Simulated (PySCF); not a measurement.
BClH, SMILES Cl[BH] (connectivity only; charge and spin as stated), charge +1, multiplicity 1. Heavy atoms are numbered as in [BH:1][Cl:2]. Hydrogens are named by the atom that carries them.

Coordinates come from a ωB97X-D3(BJ)/def2-TZVPD optimisation. The multiplicity is an assumed one; other spin states were not compared. The isomer is the one that the SMILES or the coordinates give; other isomers of the formula were not compared.

The numbers are results of r2SCAN/def2-TZVPD (PySCF), not measurements.

Mulliken values depend strongly on the basis, most of all with diffuse functions as here. Atomic charges (e), one atom of each kind:

```csv
atom,meta-Löwdin,Mulliken
B1 (BH),0.39,0.48
Cl2,0.46,0.20
H on B1,0.15,0.32
```
